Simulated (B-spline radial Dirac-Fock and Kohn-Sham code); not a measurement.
## Ionisation energies of palladium ions, computed and tabulated

Model: multi-electron Dirac-Fock with separately optimised hole states, Breit and Lamb-shift corrections added in first order. Program: a B-spline atomic structure program. Each value is the difference of the configuration-average energies of two neighbouring ions in their tabulated ground configurations. Correlation and solid-state effects are left out. NIST's values refer to the lowest levels; many for high charge states are themselves semi-empirical or theoretical. Where a p, d or f shell is open in either ion the computed value averages over both j values and all terms, while the table refers to the lowest levels; that difference holds spin-orbit splitting (largest in heavy or highly charged ions), term energies where several electrons share open shells, and correlation, and it can reach 10 % or more.

| ion | configuration | computed (eV) | NIST (eV) | kind | NIST − computed (eV) |
| --- | --- | --- | --- | --- | --- |
| Pd¹³⁺ | [Ar] 3d10 4s2 4p3 | 312.6 | 311 ± 3 | theoretical | -1.64 |
| Pd¹⁴⁺ | [Ar] 3d10 4s2 4p2 | 338.2 | 342 ± 3 | theoretical | +3.82 |
| Pd¹⁵⁺ | [Ar] 3d10 4s2 4p1 | 364.2 | 369.1 ± 0.15 | semi-empirical | +4.86 |
| Pd¹⁶⁺ | [Ar] 3d10 4s2 | 427.0 | 427 ± 3 | theoretical | +0.03 |
| Pd¹⁷⁺ | [Ar] 3d10 4s1 | 456.2 | 457.5 ± 0.15 | semi-empirical | +1.28 |
| Pd¹⁸⁺ | [Ar] 3d10 | 812.4 | 810 ± 3 | theoretical | -2.39 |
| Pd¹⁹⁺ | [Ar] 3d9 | 875.0 | 869 ± 4 | theoretical | -5.98 |
| Pd²⁰⁺ | [Ar] 3d8 | 939.2 | 933 ± 4 | theoretical | -6.20 |
| Pd²¹⁺ | [Ar] 3d7 | 1005.0 | 1000 ± 4 | theoretical | -5.03 |
| Pd²²⁺ | [Ar] 3d6 | 1072.5 | 1065 ± 4 | theoretical | -7.47 |
| Pd²³⁺ | [Ar] 3d5 | 1141.5 | 1145 ± 4 | theoretical | +3.49 |
| Pd²⁴⁺ | [Ar] 3d4 | 1212.1 | 1218 ± 4 | theoretical | +5.86 |
| Pd²⁵⁺ | [Ar] 3d3 | 1284.3 | 1290 ± 4 | theoretical | +5.65 |
| Pd²⁶⁺ | [Ar] 3d2 | 1358.1 | 1366 ± 4 | theoretical | +7.87 |
| Pd²⁷⁺ | [Ar] 3d1 | 1433.5 | 1438 ± 4 | theoretical | +4.53 |
| Pd²⁸⁺ | [Ne] 3s2 3p6 | 1656.2 | 1644 ± 5 | semi-empirical | -12.21 |
| Pd²⁹⁺ | [Ne] 3s2 3p5 | 1724.6 | 1706.2 ± 1.8 | semi-empirical | -18.44 |

Q: Where in this range is the largest relative jump, and why?

A: From Pd¹⁷⁺ (456.2 eV) to Pd¹⁸⁺ (812.4 eV), a factor of 1.78. The configuration goes from [Ar] 3d10 4s1 to [Ar] 3d10, so the next electron comes out of a deeper subshell.
